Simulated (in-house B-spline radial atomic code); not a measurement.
A calculation on Cd IV (Cd3+): its settings, and results tabulated from the run. Level of theory: non-relativistic LDA VWN5, spherical fractional occupations, point nucleus, inside a hard spherical wall at 2.96 bohr; calculated with a B-spline radial code for spherical atoms.

Command:
```bash
python run_scf.py task.json out
```
Settings:
```
Z                48
configuration    [Ar] 3d10 4s2 4p5 4d9 4f1
hamiltonian      nr
method           lda,vwn
spin_polarised   False
wall_radius      2.96
```

Output (hartree, bohr):
```
 radial grid: 43 intervals, B-splines of order 8, outer radius 2.96 bohr

 iter        energy (Eh)    residual
    1       -5447.737015    4.76e-01
    2       -5449.788999    4.14e-01
    3       -5455.869178    3.19e-02
    4       -5455.922222    7.54e-03
    5       -5455.923808    2.44e-03
    6       -5455.923905    7.09e-04
    7       -5455.923913    3.60e-04
    8       -5455.923918    4.23e-06
    9       -5455.923918    1.70e-07

 total energy                     -5455.92392
 kinetic                            5455.4863
 electron-nucleus                 -12935.9755
 Hartree                            2169.3284
 exchange-correlation               -144.7630

 orbital      occ     eigenvalue          <r>       <r^2>       <1/r>       r_max
 1s         2.000      -942.9809    0.0317347  0.00134712     47.4341     0.02101
 2s         2.000      -138.2822     0.137457   0.0221932     10.8065      0.1166
 2p         6.000      -129.0922     0.117297    0.016739     10.8178     0.09128
 3s         2.000       -26.7946     0.371723    0.157806     3.86136      0.3364
 3p         6.000       -23.0538     0.363045    0.152823     3.78384      0.3227
 3d        10.000       -16.1035     0.334566    0.133021     3.63786      0.2657
 4s         2.000        -4.9327     0.901742    0.920105     1.52361      0.8184
 4p         5.000        -3.7194     0.958099     1.04734      1.4149      0.8513
 4d         9.000        -1.7232      1.13247     1.48206     1.15881      0.9523
 4f         1.000         0.2176      1.53862     2.63597    0.755826       1.553
```

Run time, properties included: 0.07 s on 1 thread of Arm Neoverse N1 (shared host).
